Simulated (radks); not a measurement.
Values are calculated unless marked as measured or tabulated.
Mean orbital radii <r> (bohr) of the vanadium ion V3+, [Ar] 3d2, of relativity; Dirac values are averaged over j with weights 2j + 1. Spin-unpolarised spherical Kohn-Sham, PBE, point nucleus unless stated (finite: rms radius 3.6002 fm), a radial shooting solver on a logarithmic mesh with Libxc functionals. A level marked "c x" has the speed of light scaled by that factor and shares open shells by 2j + 1; other Dirac levels either fill j = l - 1/2 first or share by 2j + 1.

shell       non-rel.
1s           0.06705
2s            0.3110
2p            0.2751
3s            0.9441
3p            0.9958
3d             1.175
4s (empty)     2.527
4p (empty)     2.851

Give the values at the level "Dirac, 2j+1 shares, finite nucleus".

Answer. 
shell       Dirac, 2j+1 shares, finite nucleus  change of magnitude (%)
1s                                     0.06644                    -0.91
2s                                      0.3080                    -0.95
2p                                      0.2740                    -0.39
3s                                      0.9370                    -0.75
3p                                      0.9936                    -0.23
3d                                       1.180                    +0.41
4s (empty)                               2.514                    -0.54
4p (empty)                               2.848                    -0.13
